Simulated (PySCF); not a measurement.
H3F4NSi2 (SMILES F[SiH](F)N[SiH](F)F), singlet, geometry from GFN2-xTB; CASSCF(8,8)/STO-3G in PySCF.

Input for PySCF:
```python
from pyscf import gto, scf, mcscf
import numpy

mol = gto.Mole()
mol.atom = '''
    Si    1.502135    0.243902    0.253093
    F     2.717266   -0.038467   -0.740827
    F     1.301213    1.823792    0.195444
    N     0.127527   -0.499563   -0.454700
    Si   -1.526618   -0.147995   -0.165799
    F    -1.751344   -0.060487    1.409506
    F    -2.338070   -1.446962   -0.611202
    H     1.855693   -0.138060    1.592870
    H     0.314443   -1.231774   -1.121153
    H    -2.081645    1.023185   -0.787234
'''
mol.basis = 'sto-3g'
mol.charge = 0
mol.spin = 0
mol.verbose = 4
mol.build()

mf = scf.RHF(mol)
mf.kernel()
mc = mcscf.CASSCF(mf, 8, 8)
mc.fix_spin_(ss=0.0)
mc.kernel()
occ = numpy.linalg.eigvalsh(mc.fcisolver.make_rdm1(mc.ci, mc.ncas, mc.nelecas))[::-1]
ss = mc.fcisolver.spin_square(mc.ci, mc.ncas, mc.nelecas)[0]
print('natural occupations', occ.round(4), ' <S^2>', round(ss, 4))
```

Task: What does PySCF print? Leave out banner, timings and long lists.

Result: 
```
PySCF version 2.14.0

[INPUT] verbose = 4
[INPUT] num. atoms = 10
[INPUT] num. electrons = 74
[INPUT] charge = 0
[INPUT] spin (= nelec alpha-beta = 2S) = 0
[INPUT] symmetry False subgroup None
[INPUT] Mole.unit = angstrom
[INPUT] Symbol           X                Y                Z      unit          X                Y                Z       unit  Magmom
[...]
nuclear repulsion = 497.713951668976
number of shells = 28
number of NR pGTOs = 138
number of NR cGTOs = 46
basis = sto-3g
ecp = {}

******** <class 'pyscf.scf.hf.RHF'> ********
method = RHF
initial guess = minao
damping factor = 0
level_shift factor = 0
DIIS = <class 'pyscf.scf.diis.CDIIS'>
diis_start_cycle = 1
diis_space = 8
diis_damp = 0
SCF conv_tol = 1e-09
SCF conv_tol_grad = None
SCF max_cycles = 50
direct_scf = True
direct_scf_tol = 1e-13
Set gradient conv threshold to 3.16228e-05
Initial guess from minao.
init E= -1019.2219542922
[...]
cycle= 1 E= -1018.79794548462  delta_E= 0.424  |g|= 0.627  |ddm|= 3.83
[...]
cycle= 2 E= -1018.98252154479  delta_E= -0.185  |g|= 0.114  |ddm|= 1.25
[...]
cycle= 3 E= -1018.98870557612  delta_E= -0.00618  |g|= 0.0354  |ddm|=  0.2
[...]
cycle= 4 E= -1018.98967043086  delta_E= -0.000965  |g|= 0.00639  |ddm|= 0.108
[...]
cycle= 5 E= -1018.98969557801  delta_E= -2.51e-05  |g|= 0.00165  |ddm|= 0.0163
[...]
cycle= 6 E= -1018.9896970958  delta_E= -1.52e-06  |g|= 0.000237  |ddm|= 0.00411
[...]
cycle= 7 E= -1018.9896971297  delta_E= -3.39e-08  |g|= 3.86e-05  |ddm|= 0.000601
[...]
cycle= 8 E= -1018.98969713087  delta_E= -1.17e-09  |g|= 1.04e-05  |ddm|= 0.000112
[...]
cycle= 9 E= -1018.98969713097  delta_E= -9.23e-11  |g|= 2.12e-06  |ddm|= 3.56e-05
[...]
Extra cycle  E= -1018.98969713097  delta_E=    0  |g|= 9e-07  |ddm|= 4.76e-06
converged SCF energy = -1018.98969713097

******** <class 'pyscf.mcscf.mc1step.CASSCF'> ********
CAS (4e+4e, 8o), ncore = 33, nvir = 5
max_cycle_macro = 50
max_cycle_micro = 4
conv_tol = 1e-07
conv_tol_grad = None
orbital rotation max_stepsize = 0.02
orbital rotation threshold for CI restart = 0.01
augmented hessian ah_max_cycle = 30
augmented hessian ah_conv_tol = 1e-12
augmented hessian ah_linear dependence = 1e-14
augmented hessian ah_level shift = 1e-08
augmented hessian ah_start_tol = 2.5
augmented hessian ah_start_cycle = 3
augmented hessian ah_grad_trust_region = 3
kf_trust_region = 3
kf_interval = 4
ci_response_space = 4
ci_grad_trust_region = 3
with_dep4 0
natorb = False
canonicalization = True
sorting_mo_energy = False
ao2mo_level = 2
[...]
CASCI E = -1018.99615369519  S^2 = 0.0000000
[...]
               |grad[o]|=0.000395  |grad[c]|=0.00153  |ddm|=0.000231  |maxRot[o]|=0.00497
macro iter  41 (  6 JK    2 micro), CASSCF E = -1019.04099715386  dE = -1.64966759e-05  S^2 = 0.0000000
               |grad[o]|=0.000284  |grad[c]|=0.000782  |ddm|=0.000757  |maxRot[o]|=0.0149
macro iter  42 ( 12 JK    3 micro), CASSCF E = -1019.04097756913  dE =  1.95847302e-05  S^2 = 0.0000000
               |grad[o]|=0.000182  |grad[c]|=0.00101  |ddm|=0.000915  |maxRot[o]|=0.0209
macro iter  43 ( 17 JK    4 micro), CASSCF E = -1019.04099464562  dE = -1.70764902e-05  S^2 = 0.0000000
               |grad[o]|=0.00042  |grad[c]|=0.00269  |ddm|=0.00068  |maxRot[o]|=0.0164
macro iter  44 (  8 JK    3 micro), CASSCF E = -1019.04097860292  dE =  1.60426933e-05  S^2 = 0.0000000
               |grad[o]|=0.000199  |grad[c]|=0.00095  |ddm|=0.000684  |maxRot[o]|=0.0124
macro iter  45 ( 21 JK    4 micro), CASSCF E = -1019.04098139875  dE = -2.79583162e-06  S^2 = 0.0000000
               |grad[o]|=0.00036  |grad[c]|=0.00181  |ddm|=0.000263  |maxRot[o]|=0.00285
macro iter  46 (  5 JK    2 micro), CASSCF E = -1019.04099366761  dE = -1.22688563e-05  S^2 = 0.0000000
               |grad[o]|=0.000273  |grad[c]|=0.000712  |ddm|=0.000459  |maxRot[o]|=0.0106
macro iter  47 (  6 JK    2 micro), CASSCF E = -1019.04100071584  dE = -7.04822617e-06  S^2 = 0.0000000
               |grad[o]|=0.000188  |grad[c]|=0.000465  |ddm|=0.000453  |maxRot[o]|=0.0116
macro iter  48 (  6 JK    1 micro), CASSCF E = -1019.04100193098  dE = -1.21514176e-06  S^2 = 0.0000000
               |grad[o]|=0.000107  |grad[c]|=0.000799  |ddm|=0.00013  |maxRot[o]|=0.00638
macro iter  49 (  7 JK    1 micro), CASSCF E = -1019.04100217987  dE = -2.48894935e-07  S^2 = 0.0000000
               |grad[o]|=5.1e-05  |grad[c]|=0.000368  |ddm|=7.94e-05  |maxRot[o]|=0.00325
macro iter  50 (  5 JK    1 micro), CASSCF E = -1019.04100225078  dE = -7.09072765e-08  S^2 = 0.0000000
               |grad[o]|=2.86e-05  |grad[c]|=0.000203  |ddm|=5.49e-05  |maxRot[o]|=0.00171
1-step CASSCF converged in  50 macro (608 JK 143 micro) steps
CASSCF canonicalization
Density matrix diagonal elements [1.97972993 1.97749728 1.98291058 1.98630118 0.02403705 0.01383259
 0.01907306 0.01661834]
CASSCF energy = -1019.04100225078
CASCI E = -1019.04100225078  E(CI) = -13.2945365023211  S^2 = 0.0000000
natural occupations [1.9951 1.981  1.9782 1.9734 0.0282 0.0217 0.0173 0.0051]  <S^2> 0.0
```
